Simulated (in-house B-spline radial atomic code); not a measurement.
A radial electron density 4πr²n(r) was computed for an atom or ion in its tabulated ground configuration with an all-electron radial atomic-structure program (B-spline basis); method: non-relativistic PBE0, spin-polarised, spherical fractional occupations, exact exchange averaged over the configuration. Columns: r (bohr), 4πr²n(r) (electrons per bohr), bar.

```
 0.00233   0.9927 #
 0.00277    1.368 ##
  0.0033    1.882 ##
 0.00392    2.562 ###
 0.00467    3.482 ####
 0.00555    4.673 #####
 0.00661    6.234 #######
 0.00786    8.199 #########
 0.00935    10.64 ############
  0.0111    13.56 ###############
  0.0132    16.99 ###################
  0.0158    20.96 #######################
  0.0187    24.86 ############################
  0.0223     28.8 ################################
  0.0265    32.08 ####################################
  0.0316    34.33 ######################################
  0.0376    35.08 #######################################
  0.0447    34.23 ######################################
  0.0532    32.14 ####################################
  0.0633     29.7 #################################
  0.0753    28.18 ###############################
  0.0896    28.75 ################################
   0.107    31.83 ###################################
   0.127    36.15 ########################################
   0.151    39.61 ############################################
    0.18    39.66 ############################################
   0.214    35.17 #######################################
   0.254    27.64 ###############################
   0.302    20.29 #######################
    0.36    16.47 ##################
   0.428    17.02 ###################
   0.509    19.41 ######################
   0.606    20.07 ######################
   0.721    17.21 ###################
   0.858    11.89 #############
    1.02    6.535 #######
    1.21    2.844 ###
    1.44   0.9339 #
    1.72   0.2207 
    2.05  0.03764 
    2.43 0.004655
```

(1) Which atom or ion is it?
A. Cu7+
B. Co7+
C. Cu6+
D. Zn7+

## Answers

(1) A. The area under the curve, ∫4πr²n dr = ∫r·4πr²n d(ln r) on this logarithmic grid, is 22 electrons, which only this option has. The configuration is [Ar] 3d4.
